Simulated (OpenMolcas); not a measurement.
## Cr4+: ligand-field states by method

Cr4+ with 6 ligands (water) in trigonal antiprismatic coordination (D3d) at 1.96 Å, a polar angle of 60.2° against the regular 54.74°. Ligand basis ANO-RCC-VDZP.

```yaml
Program: OpenMolcas 26.06
Basis: ANO-RCC-VDZP [5s4p2d1f]
Scalar_Hamiltonian: DKH2, point nucleus
Active_space: 2 electrons in 5 orbitals (3d)
State_averaging: 2S+1 = 3 even, 10 roots; 2S+1 = 1 even, 15 roots
Spin-orbit_coupling: RASSI with atomic mean-field integrals over the reference wave functions
```

I. CASSCF
II. SS-CASPT2, IPEA 0.25 Eh, imaginary shift 0.1 Eh (closed shells correlated: 3s 3p and the ligand valence shells)

Spin-free states in cm-1, each column counted from its own energy of the first state listed:

```csv
State,Degeneracy,I,II
2S+1 = 3,1,0,0
2S+1 = 3,2,3859,4910
2S+1 = 1,2,15852,10610
2S+1 = 3,1,18668,20720
2S+1 = 1,2,18929,15040
2S+1 = 1,1,19215,15850
2S+1 = 3,2,19600,22700
2S+1 = 3,1,31785,31510
2S+1 = 3,2,32714,32630
2S+1 = 1,1,33029,27200
2S+1 = 1,1,35115,30250
2S+1 = 1,2,35319,33040
2S+1 = 1,1,37540,34780
2S+1 = 3,1,38895,45700
2S+1 = 1,2,39226,38220
2S+1 = 1,2,53332,55770
2S+1 = 1,1,73149,68750
```

From I to II, I's first state of the same spin (2S+1 = 3) moves from 3859 to 4910 cm-1, by about +1100 cm-1.

From I to II, I's first state of another spin (2S+1 = 1) moves from 15852 to 10610 cm-1, by about -5200 cm-1.

χT at 300 K: I 0.94, II 0.95 cm3 K/mol.

Roots that are degenerate in the reference are averaged as groups; the widest CASPT2 spread within a group is 200 cm-1 (the 2-fold group of multiplicity 3 near 4910 cm-1 above the lowest state of its run, II). Shifts and gaps below about the spread of the groups concerned are not significant. Over all roots computed the reference weight is 0.67 to 0.69 in II; a low but even weight reflects the number of correlated electrons. The least metal-like active orbital is 81 % on the metal (Löwdin) and no ligand orbital is active, so the numbers are rough. Ligand-to-metal charge-transfer states are missing. With no ligand orbital active B as a rule stays too high, so bands that hang on it stand too high and its fall with covalency is understated. Without dynamic correlation the repulsion within the d shell is too large (B by tens of per cent), so at a given field states of lower spin stand too high (holds for I). With metal d orbitals alone the field can be off either way by tens of per cent (holds for I). With one d shell and no ligand orbital active, 10Dq can be off by a tenth or more (holds for II). The distance lies 3 % over the 1.91 Å that this model takes as the normal distance (a Shannon-type radius plus a fixed donor radius); by an R⁻⁵ law this alone changes a d-shell field by about -12 %. No measured value stands beside these numbers; the geometry was imposed, not optimised, and the real ion may take another.
